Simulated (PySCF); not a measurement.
C2H8GeO, SMILES [CH3][GeH]([CH3])[OH].

Coordinates come from a PBE0-D3(BJ)/def2-SVP optimisation. The structure was generated by enumeration, and PubChem lists no compound with its InChIKey, so it may never have been made. Other conformers were not sampled.

These are B3LYP/def2-TZVP (PySCF) values and carry that method's errors.

Gas-phase values at a fixed geometry.

Estimate the frontier levels, gap, dipole moment and polarisability. (The exact figures need the calculation; the answer reports its results.)


```
Property                                                                                                       Result
---------------------------------------------------------------------------------------------  ----------------------
highest occupied level                                                                                       -7.64 eV
lowest empty level                                                                                            0.34 eV
orbital gap                                                                                                   7.99 eV
dipole moment                                                                                                  2.15 D
quadrupole, principal values (traceless, Buckingham form, about the centre of nuclear charge)   -5.99, 0.37, 5.62 D·Å
mean static polarisability                                                                       58.6 bohr³ (8.68 Å³)
polarisability, principal values                                                               54.5, 57.8, 63.5 bohr³
```
